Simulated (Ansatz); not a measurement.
CH7NOSi, SMILES [SiH2](OC)N.

Geometry optimised at B3LYP-D3(BJ)/def2-SVP. The values are those of a single conformer.

Two levels are set side by side: PBE/def2-SVPD (Ansatz, a quantum-chemistry and plane-wave program) and CAM-B3LYP/def2-SVPD (Ansatz). Energy differences of separate SCF runs at the same geometry; the states with an electron removed or added have multiplicity 2 and 2. Differences are taken from unrounded values.

```json
[
 {"quantity": "vertical ionisation energy (eV)", "CAM-B3LYP": "10.23"},
 {"quantity": "vertical singlet–triplet gap (eV)", "CAM-B3LYP": "6.64"}
]
```

Task: What does PBE give, and how far is it from CAM-B3LYP? (The exact figures need the calculation; the answer reports its results.)

Result: 
```csv
quantity,PBE,PBE minus CAM-B3LYP
vertical ionisation energy (eV),9.44,-0.80
vertical singlet–triplet gap (eV),6.13,-0.51
```
